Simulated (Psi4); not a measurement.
Computed with SAPT0/jun-cc-pVDZ, frozen core in Psi4.

Psi4 input:

```
molecule {
0 1
C -0.31628635 0.11060374 0.57128181
C 0.31629410 -0.11061897 -0.57128040
H -0.86935377 1.02505931 0.74850688
H -0.30744647 -0.61355189 1.37690992
H 0.30742006 0.61357009 -1.37688034
H 0.86937242 -1.02506229 -0.74853787
--
0 1
O 0.89524225 3.45942504 -0.38610459
Si 1.86947812 3.23463003 0.90811463
O 2.51763310 1.74185922 0.74616258
O 0.93849045 3.46475926 2.23281682
O 3.12646522 4.27252947 1.03960726
H 0.22691972 4.14590130 -0.31894298
H 1.95380592 1.05510596 0.38163333
H 1.38935765 3.64668030 3.06107434
H 3.90770217 4.08566661 0.51318254
units angstrom
symmetry c1
no_reorient
no_com
}
set basis jun-cc-pvdz
set scf_type df
set freeze_core true
energy('sapt0')
```

Part of the output:

```
    SAPT Results
  --------------------------------------------------------------------------------------------------------
    Electrostatics                -10.22808549 [mEh]      -6.41822054 [kcal/mol]     -26.85383475 [kJ/mol]
      Elst10,r                    -10.22808549 [mEh]      -6.41822054 [kcal/mol]     -26.85383475 [kJ/mol]

    Exchange                       15.09918561 [mEh]       9.47488202 [kcal/mol]      39.64290636 [kJ/mol]
      Exch10                       15.09918561 [mEh]       9.47488202 [kcal/mol]      39.64290636 [kJ/mol]
      Exch10(S^2)                  14.93970015 [mEh]       9.37480338 [kcal/mol]      39.22417734 [kJ/mol]

    Induction                      -3.70593156 [mEh]      -2.32550717 [kcal/mol]      -9.72992198 [kJ/mol]
      Ind20,r                      -8.76850049 [mEh]      -5.50231713 [kcal/mol]     -23.02169487 [kJ/mol]
      Exch-Ind20,r                  6.61696682 [mEh]       4.15220936 [kcal/mol]      17.37284398 [kJ/mol]
      delta HF,r (2)               -1.55439789 [mEh]      -0.97539940 [kcal/mol]      -4.08107109 [kJ/mol]

    Dispersion                     -4.98190066 [mEh]      -3.12618986 [kcal/mol]     -13.07997839 [kJ/mol]
      Disp20                       -6.05926848 [mEh]      -3.80224837 [kcal/mol]     -15.90860720 [kJ/mol]
      Exch-Disp20                   1.07736782 [mEh]       0.67605851 [kcal/mol]       2.82862882 [kJ/mol]
      Disp20 (SS)                  -3.02963424 [mEh]      -1.90112419 [kcal/mol]      -7.95430360 [kJ/mol]
      Disp20 (OS)                  -3.02963424 [mEh]      -1.90112419 [kcal/mol]      -7.95430360 [kJ/mol]
      Exch-Disp20 (SS)              0.64790675 [mEh]       0.40656762 [kcal/mol]       1.70107893 [kJ/mol]
      Exch-Disp20 (OS)              0.42946107 [mEh]       0.26949089 [kcal/mol]       1.12754989 [kJ/mol]

  Total HF                          1.16516856 [mEh]       0.73115431 [kcal/mol]       3.05914963 [kJ/mol]
  Total SAPT0                      -3.81673210 [mEh]      -2.39503555 [kcal/mol]     -10.02082876 [kJ/mol]
```
